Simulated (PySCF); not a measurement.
Ge(I)(OMe) (CH₃GeIO), SMILES C[O][Ge][I] (connectivity only; charge and spin as stated), neutral, multiplicity 1.

Geometry: B3LYP-D3(BJ)/def2-SVP. The structure was generated by enumeration; whether it is a known compound was not checked. The def2 effective core potentials stand for the cores of I; spin–orbit coupling is left out. One conformer was computed; it need not be the lowest.

The numbers are results of TDDFT-B3LYP/def2-SVPD (PySCF), not measurements.

Vertical excitations. The molecule is in vacuum. State labels are in the subgroup Cs.

### Question
List the lowest excited states. (Estimate from the structure and the level; the computed values follow.)

### Answer

| state | symmetry | energy (eV) | λ (nm) | f | main pairs |
|---|---|---|---|---|---|
| S1 | A" | 3.43 | 362 | 0.002 | HOMO→LUMO 98 % |
| S2 | A" | 3.89 | 319 | 0.007 | HOMO−2→LUMO 97 % |
| S3 | A' | 3.95 | 314 | 0.026 | HOMO−1→LUMO 94 % |
| S4 | A" | 4.81 | 258 | 0.005 | HOMO−3→LUMO 98 % |
| S5 | A' | 5.15 | 241 | 0.024 | HOMO→LUMO+1 84 % |
| S6 | A" | 5.31 | 234 | 0.005 | HOMO−1→LUMO+1 99 % |
| S7 | A' | 5.43 | 228 | 0.056 | HOMO−4→LUMO 87 % |
| S8 | A' | 6.04 | 205 | 0.150 | HOMO→LUMO+2 58 %, HOMO−2→LUMO+1 31 % |
| S9 | A" | 6.34 | 195 | 0.000 | HOMO−1→LUMO+2 99 % |
| S10 | A' | 6.43 | 193 | 0.250 | HOMO−2→LUMO+2 41 %, HOMO→LUMO+2 25 %, HOMO−2→LUMO+1 23 % |
| T1 | A" | 2.91 | 426 | 0 | HOMO→LUMO 65 %, HOMO−2→LUMO 33 % |
| T2 | A' | 3.37 | 368 | 0 | HOMO−1→LUMO 99 % |
| T3 | A" | 3.48 | 356 | 0 | HOMO−2→LUMO 65 %, HOMO→LUMO 34 % |
| T4 | A' | 4.36 | 284 | 0 | HOMO−4→LUMO 97 % |
Triplets are in the Tamm–Dancoff approximation, which puts them higher than full response would, so one can lie above its singlet here.
